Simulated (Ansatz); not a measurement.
`CBCC` + `O[BH][AlH2]` → `CC[BH][AlH2]` + `CBO`  (redistribution)

Calculated with Ansatz (gas phase, PBE0-D4/def2-TZVP geometries, no zero-point term in ΔE). CCSD(T)/CBS adds triple-zeta CCSD(T) − MP2 to the extrapolated MP2 energy (def2 sets, frozen cores). Functionals use def2-TZVPP. HSE06 is defined as in plane-wave codes. Each species was taken in one conformer, which may not be the lowest.

`CBCC`:

Cartesian coordinates in Å:
```
C -1.177 0.691 -1.096
B 0.276 0.130 -1.058
C 0.997 -0.417 0.214
C 0.256 -0.396 1.543
H -1.794 -0.096 -1.558
H -1.279 1.552 -1.763
H -1.621 0.922 -0.127
H 0.888 0.077 -2.095
H 1.946 0.136 0.289
H 1.337 -1.436 -0.028
H -0.024 0.622 1.827
H 0.861 -0.805 2.356
H -0.666 -0.981 1.495
```

`O[BH][AlH2]`:

```xyz
7

O     1.413    0.799    0.591
B     0.082    0.661    0.361
Al   -0.629   -1.092   -0.655
H     1.645    1.612    1.050
H    -0.644    1.551    0.749
H    -0.784   -1.135   -2.242
H    -1.082   -2.396    0.146
```

`CC[BH][AlH2]`:

Cartesian coordinates in Å:
```
C 0.092 -0.156 1.537
C -0.817 -0.688 0.437
B -0.494 -0.328 -1.044
Al 1.009 1.034 -1.696
H 0.158 0.936 1.499
H -0.258 -0.424 2.537
H 1.107 -0.550 1.432
H -1.848 -0.315 0.574
H -0.945 -1.777 0.520
H -1.198 -0.863 -1.866
H 0.718 2.596 -1.849
H 2.477 0.536 -2.081
```

`CBO`:

```xyz
8

C     0.468   -0.210   -0.866
B    -0.135    0.300    0.478
O    -1.078   -0.442    1.110
H     0.054   -1.167   -1.190
H     1.556   -0.309   -0.778
H     0.306    0.530   -1.658
H     0.214    1.342    0.977
H    -1.385   -0.044    1.927
```

```tsv
species	HSE06 energy (Eh)
`CBCC`	-144.43372
`O[BH][AlH2]`	-344.70630
`CC[BH][AlH2]`	-348.02365
`CBO`	-141.12102
```

Q: Work out ΔE.

A: ΔE = (-348.02365) + (-141.12102) − (-144.43372) − (-344.70630) = -0.00465 Eh = -0.13 eV. CCSD(T)/CBS gives -0.12 eV.

Largest T1 diagnostic among the species: 0.014.

Leaving LDA and LC-ωPBE aside and taking each functional with its dispersion term where it has one, the values, not all of them listed here, spread over 0.05 eV, from B97M-V to ωB97X-V. At CCSD(T), def2-SVP lies −0.03 eV from the extrapolated value and def2-TZVPP −0.00 eV.
